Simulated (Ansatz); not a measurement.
Total energies of V₂N₂ (the lowest singlet isomer of a short search) from Ansatz at r2SCAN-D4/def2-TZVP, gas phase (1 Eh = 27.2114 eV = 2625.5 kJ/mol). The reference geometry is relaxed at PBE-D4/def2-SVP.

```xyz
4

V    -0.665   -0.273    0.960
V    -0.607    0.846   -0.595
N     0.297   -0.797   -0.562
N     0.975    0.223    0.197
```

| state | geometry | energy (Eh) |
| --- | --- | --- |
| charge 0 singlet | reference | -1997.34431 |
| charge 1 doublet | reference | -1997.09636 |
| charge 0 triplet | relaxed at PBE-D4/def2-SVP | -1997.33280 |
| charge 0 quintet | relaxed at PBE-D4/def2-SVP | -1997.32725 |

Work out the vertical ionisation energy to the doublet.

E(charge 1 doublet) − E(charge 0 singlet) = -1997.09636 − (-1997.34431) = 0.24795 Eh = 6.75 eV. For comparison, −ε of the highest occupied level is 4.11 eV at this level, 2.64 eV less.

Which of the charge 0 states is lowest, and how far above it are the others?

The singlet. triplet: -1997.33280 − (-1997.34431) = 0.01151 Eh = 30.2 kJ/mol; quintet: -1997.32725 − (-1997.34431) = 0.01706 Eh = 44.8 kJ/mol.

At r2SCAN-D4/def2-TZVP the charge 0 triplet is spin-contaminated (final ⟨S²⟩ up to 2.27, 2.00 for a pure state). 

The structure comes from a short search, and lower isomers may exist.
